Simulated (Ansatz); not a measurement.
Relaxation of BFH₆N₂O (11 atoms, charge 0, multiplicity 1), to a largest force component of 0.03 eV/Å in at most 50 steps.

Computed with Ansatz 0.2.0, RKS revPBE-D4/def2-SVP.

```xyz
11
Properties=species:S:1:pos:R:3
B -0.056 -0.020 0.179
N -0.035 -0.274 1.652
H -0.768 -0.829 2.092
H 0.871 -0.390 2.105
F 1.108 0.264 -0.452
N -1.259 -0.137 -0.584
H -2.115 -0.552 -0.221
H -1.234 -0.077 -1.602
O -0.673 2.475 0.696
H -1.317 1.948 0.183
H -0.583 1.911 1.506
```

Q: Where does it end, and by what steps?

A: It converged. After 10 steps the energy has fallen by 0.103 eV; O9 moved furthest, 0.28 Å.

```json
{"step": "0", "energy less start (eV)": "0.0000", "largest force component (eV/Å)": "1.564", "accepted": "yes"}
{"step": "1", "energy less start (eV)": "-0.0344", "largest force component (eV/Å)": "1.679", "accepted": "yes"}
{"step": "2", "energy less start (eV)": "0.0471", "largest force component (eV/Å)": "2.283", "accepted": "no"}
{"step": "3", "energy less start (eV)": "-0.0568", "largest force component (eV/Å)": "0.631", "accepted": "yes"}
{"step": "4", "energy less start (eV)": "-0.0965", "largest force component (eV/Å)": "0.195", "accepted": "yes"}
{"step": "5", "energy less start (eV)": "-0.0982", "largest force component (eV/Å)": "0.148", "accepted": "yes"}
{"step": "6", "energy less start (eV)": "-0.1017", "largest force component (eV/Å)": "0.176", "accepted": "yes"}
{"step": "7", "energy less start (eV)": "-0.1022", "largest force component (eV/Å)": "0.134", "accepted": "yes"}
{"step": "8", "energy less start (eV)": "-0.1030", "largest force component (eV/Å)": "0.074", "accepted": "yes"}
{"step": "9", "energy less start (eV)": "-0.1032", "largest force component (eV/Å)": "0.033", "accepted": "yes"}
{"step": "10", "energy less start (eV)": "-0.1032", "largest force component (eV/Å)": "0.004", "accepted": "yes"}
```

```xyz
11
Properties=species:S:1:pos:R:3
B -0.015 -0.146 0.159
N 0.010 -0.314 1.580
H -0.784 -0.660 2.115
H 0.899 -0.397 2.072
F 1.157 0.086 -0.488
N -1.227 -0.152 -0.601
H -2.116 -0.482 -0.232
H -1.195 -0.120 -1.619
O -0.878 2.585 0.860
H -1.325 2.012 0.205
H -0.586 1.906 1.502
```

Whether the end is a true minimum wasn't checked by a vibrational analysis.

Run time: 11 s on 2 threads of Intel(R) Xeon(R) 6975P-C (Granite Rapids), on a shared host, peak memory 0.16 GiB.
